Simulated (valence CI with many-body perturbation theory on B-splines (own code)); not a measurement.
# Sensitivity of CI+MBPT for Sn XLV

Calculated by relativistic CI+MBPT: four valence electrons over a frozen Dirac-Fock core [He], a basis of 6 s, 6 p, 5 d, 3 f, 1 g functions for each j, with the one-electron correlation potential Σ1 (screened to all orders), the two-electron term Σ2, the three-electron term Σ3, Breit, model QED; selected single and double excitations, second order for the rest, scaled by the run's own slope (own B-spline code, finite nucleus).

The last digits are not significant, and no measured levels were compared; by estimate large intervals hold to a few tenths of a per cent, small ones and those within an open d or f shell to about a per cent.

The reference run has the lowest level (2s^2 2p1/2^2) J=0 and an ionisation energy of 7543.97 eV. Its largest variational space holds 10000 state functions.

Levels are named by their leading jj configuration (3d3/2^4 stands for four electrons in 3d with j = 3/2), which in mixed levels can hold well under half, so a name can repeat and another be missing. Letters in brackets count levels of one name in rising energy.

Changed runs:
A. lowest core n in screening and Σ2 1 → 2
B. highest l in the core sums 6 → 5; selection threshold (hartree) 2e-08 → 1e-06
C. natural orbitals for correlation on → off
D. correlating orbitals by l 3 3 3 2 1 → 0 0 0 0 0 (bad on purpose)

Excitation energies of the reference run in cm⁻¹, and shifts in cm⁻¹:

```
                     Level  Reference         B      C      D
    (2s^2 2p1/2 2p3/2) J=1    1883430      +0.2  -1133   -890
    (2s^2 2p1/2 2p3/2) J=2    2002130      +0.3   +235   +621
    (2s 2p1/2^2 2p3/2) J=2    3219350      -3.4   -948  -1445
    (2s 2p1/2^2 2p3/2) J=1    3673480      -3.3  +3212  +4230
        (2s^2 2p3/2^2) J=2    3974860      +0.9   -667   -303
        (2s^2 2p3/2^2) J=0    4269510      +1.0   +505   +248
(2s 2p1/2 2p3/2^2) J=2 [a]    5004330      -2.9  -2198  -2819
    (2s 2p1/2 2p3/2^2) J=3    5262220      -3.5   +384   +611
    (2s 2p1/2 2p3/2^2) J=0    5529450      -2.8  +1772  +1936
(2s 2p1/2 2p3/2^2) J=1 [a]    5634770      -2.8  +2172  +3208
(2s 2p1/2 2p3/2^2) J=2 [b]    5716680      -3.1  +3736  +5294
(2s 2p1/2 2p3/2^2) J=1 [b]    5748700      -2.9  +3469  +4570
    Ionisation energy (eV)    7543.97  +0.00054  -0.71  -0.75
```

Run A: It gave no result: the setting left no core shell for the response of the core. The program said: "need at least one array to concatenate".
